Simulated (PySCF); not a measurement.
Calculation: PBE-D3(BJ)/def2-TZVP // PBE0-D3(BJ)/def2-TZVP (PySCF). Isolated molecules, 0 K electronic values unless said otherwise. One relaxed conformer stands for a flexible species; it need not be the lowest. 

Reference species (SMILES): `[SiH3][SiH2]C=[SiH2]` (Si–C–Si–Si torsion 0°) (neutral, multiplicity 1).

- LUMO: -2.51 eV

Changed species: `[Si@H]1([SiH3])[SiH2]C1`.

Problem. What does the change do to the LUMO?

Solution. the LUMO rises by 1.22 eV, to -1.29 eV.
